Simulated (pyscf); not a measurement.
Optimised with ωB97X-D3(BJ)/def2-SVP in PySCF. Correlated levels are frozen-core, on RHF or UHF. ΔMP2 is the change of the MP2 total energy from the triple- to the quadruple-zeta basis.

Question: Estimate by transition-state theory (the high-pressure limit) the rate constant of cyclic C₂H₂N (SMILES [C]1=CN1) [doublet] → cyclic C₂H₂N (SMILES [C]1=NC1) [doublet] (doublet surface; H–N broken, C–H formed) at 600 K, with CCSD(T)/def2-TZVPP + ΔMP2(QZVPP) energies (ideal gas, 1 atm, RRHO with modes under 100 cm⁻¹ raised to 100, one conformer, R ln 2 for chiral ones without a mode under 150 cm⁻¹; no tunnelling).

Answer: The electronic barrier is 32.5 kcal/mol and the thermal terms add -3.0, so ΔG‡ = 29.5 kcal/mol. With k_BT/h = 1.25e+13 s⁻¹ and RT = 1.192 kcal/mol, k = 2.3e+02 s⁻¹; so small a molecule is far into fall-off at 1 atm, where the true rate is lower. Wigner's tunnelling factor for 965i cm⁻¹ would be 1.22. A shift of 1 kcal/mol in the barrier changes k by a factor 2.3. cyclic C₂H₂N (SMILES [C]1=CN1) [doublet] lies 75.7 kcal/mol over its isomer •H₂C–C≡N (electronic energy, ωB97M-D3(BJ)). cyclic C₂H₂N (SMILES [C]1=NC1) [doublet] lies 50.1 kcal/mol over its isomer •H₂C–C≡N (electronic energy, ωB97M-D3(BJ)). This is the saddle that the search found; another between the same sides may lie lower. The CCSD(T) − MP2 part came from Ansatz, without density fitting, on the same reference.
